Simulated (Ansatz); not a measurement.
Cost and result up the ladder for (BeO)4 ring (Be4O4) (8 atoms). The state is a singlet with charge 0. Geometry: PBE-D4/def2-SVP.

Cartesian coordinates in Å:
```
Be -1.2844 -1.1075 0.1920
O -1.5532 -0.1795 1.2812
Be -0.5706 0.8934 1.3377
O 0.5975 1.6757 0.9591
Be 1.2844 1.1075 -0.1920
O 1.5535 0.1791 -1.2808
Be 0.5706 -0.8934 -1.3377
O -0.5979 -1.6753 -0.9595
```

Ansatz on 4 threads of AMD EPYC 9R45 on a shared host. Times are rough, and most runs start from the orbitals of an earlier one. r2SCAN0-D4/def2-TZVP serves as the yardstick here, not as an exact answer. Differences are given only for rows in sets of like size (and for xTB, whose basis is part of the method), since another set adds its own error. Binding counts from free atoms at the same level (Be singlet, O triplet; other spins of the atoms weren't run), without zero-point energy or a counterpoise term.

B3LYP takes the VWN-RPA correlation. Correlated methods freeze 4 core orbitals.

Correlated methods converge slowly with the basis.

| level | functions | wall time |
| --- | --- | --- |
| HF/6-31G | 72 | 0.2 s |
| PBE-D4/def2-SVP | 92 | 0.4 s |
| HF/def2-TZVP | 200 | 0.55 s |
| PBE0-D4/def2-SVP | 92 | 0.55 s |
| PBE-D4/def2-TZVP | 200 | 0.8 s |
| revPBE-D4/def2-TZVP | 200 | 0.8 s |
| PBE0-D4/def2-TZVP | 200 | 1.1 s |
| B3LYP-D4/def2-TZVP | 200 | 1.1 s |
| PBE-D4/def2-TZVPD | 248 | 1.1 s |
| PBE0-D4/def2-TZVPD | 248 | 1.4 s |
| r2SCAN0-D4/def2-TZVP | 200 | 1.6 s |
| r2SCAN-D4/def2-TZVPD | 248 | 1.7 s |
| B97M-V/def2-TZVP | 200 | 2.5 s |
| CCSD(T)/def2-TZVPP | 200 | 45 s |

**Question.** Estimate what each level gives for the binding energy per atom (eV).

**Answer.** 
```tsv
level	binding energy per atom (eV)	difference from r2SCAN0-D4/def2-TZVP (eV)
HF/6-31G	3.39	–
PBE-D4/def2-SVP	5.16	–
HF/def2-TZVP	3.65	-1.27
PBE0-D4/def2-SVP	4.94	–
PBE-D4/def2-TZVP	5.14	0.22
revPBE-D4/def2-TZVP	4.95	0.03
PBE0-D4/def2-TZVP	4.95	0.03
B3LYP-D4/def2-TZVP	5.01	0.09
PBE-D4/def2-TZVPD	5.16	0.24
PBE0-D4/def2-TZVPD	4.97	0.05
r2SCAN0-D4/def2-TZVP	4.92	0.00
r2SCAN-D4/def2-TZVPD	5.10	0.18
B97M-V/def2-TZVP	4.94	0.02
CCSD(T)/def2-TZVPP	4.68	-0.24
```
